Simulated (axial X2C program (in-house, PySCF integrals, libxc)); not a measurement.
# Potential curves of VSe⁺, 2c

Computed with an axial X2C code built on PySCF integrals. Two-component (2c) means X2C with spin–orbit coupling and atomic mean-field two-electron Coulomb and Gaunt terms. Basis: Se dyall-cv3z [8s9p6d4f1g], V dyall-cv3z [10s10p6d4f2g] (cores contracted in-house); Gaussian nuclei, density fitting, unrestricted open shells. Masses: Se 79.917 u, V 50.944 u.

State: Ω = 1 (⟨Sz⟩ = 1.00, ⟨Lz⟩ = 0.00 at BP86). Energies in cm⁻¹ from the lowest point of each curve. Fits are polynomials in 1 − R0/R over 0.85 to 1.23 times the lowest point R0.

```
 R (Å)   BP86  PBE0
1.9157   6572  6933
2.0038   2255  2649
2.0699    629   958
2.1359      0   165
2.2020     94     0
2.2791    832   355
2.3561   2007  1107
2.4552   3885  2438
2.5763   6431  4357
2.7525  10182  7291
```

One determinant describes the state; a PBE0 search over occupations chose it and may have missed a lower one. Density functionals use the spin component along the axis (collinear). PBE0 can misorder states that lie within some tenths of an eV, so this need not be the ground state of the molecule. The nearest other 2c determinant of the search, Ω = 1, lies 0.23 eV up at the distance of the search. With several unpaired electrons one determinant need not be a pure state. Open-shell Ω = 0 determinants with evenly filled partner blocks cannot be reached by this program, so the Ω shown need not be the lowest component. The determinant is spin-polarised beyond a pure state at some levels (its spin-free form has ⟨S²⟩ too high), which makes Re and μ there less reliable.

Problem. Fit the BP86 curve near its minimum: give the equilibrium distance and the harmonic wavenumber.

Solution. At BP86, 2c: Re = 2.158 Å, ωe ≈ 398 cm⁻¹; Be follows as 0.116 cm⁻¹.

Problem. Fit the PBE0 curve near its minimum: give the equilibrium distance and the harmonic wavenumber.

Solution. At PBE0, 2c: Re = 2.190 Å, ωe ≈ 340 cm⁻¹; Be follows as 0.113 cm⁻¹.
